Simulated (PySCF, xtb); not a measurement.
AuCl, SMILES [Au][Cl] (connectivity only; charge and spin as stated), charge -1, multiplicity 2.

Harmonic wavenumbers (cm⁻¹) from GFN2-xTB (xtb) at its own minimum, in rising order: 98.

What does B3LYP-D3(BJ)/def2-TZVPD (PySCF) give at its own minimum? (An estimate is asked for; the answer gives what the named calculation found.)

209. Paired by order, the mean absolute difference is 110 cm⁻¹ and the zero-point energies are 0.1 and 0.3 kcal/mol.
